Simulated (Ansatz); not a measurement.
I2Sn (SMILES [I][Sn][I]), singlet, geometry from GFN2-xTB (such geometries of metal compounds can be far from the true shape) (core potentials on I, Sn); SVWN5/def2-SVP (Ansatz, a quantum-chemistry and plane-wave program).

Input for Ansatz:
Ansatz 0.2 input:
```yaml
crystal:
  periodic: [false, false, false]
  atoms:
    - {symbol: Sn, position_ang: [-0.00085342, -0.00395542, 1.15473199]}
    - {symbol: I, position_ang: [1.08671471, -1.84536015, -0.55020954]}
    - {symbol: I, position_ang: [-1.08590960, 1.84909168, -0.53916026]}
basis:
  gaussian:
    orbitals: def2-SVP
    final_grid: {core_spheres: 4, valence_spheres: 8, degree: 17}
hamiltonian:
  xc: {name: SVWN5}
```

The log (banner, timings and long lists left out):

```
Functional definition: SVWN5
923 factors; their error is unknown
mean field evaluation 1: about -22004.3249 eV, gradient 1.4e1 eV
mean field evaluation 2: about -21998.8658 eV, gradient 4.0e1 eV
mean field evaluation 4: about -22005.0344 eV, gradient 1.8e0 eV
mean field evaluation 8: about -22005.0437 eV, gradient 1.2e-2 eV
mean field -22005.04367799 eV, -808.6704396118 hartree, gradient 4.9e-5 eV, S^2 0.000000; 0 other end points of the search recorded, 0 dependent functions left out
reference -22005.04370458 eV, -808.6704405890 hartree; 36, 36 occupied and 42, 42 virtual orbitals, 923 factors
Total energy: -22005.04370458 eV, -808.6704405890 hartree
```
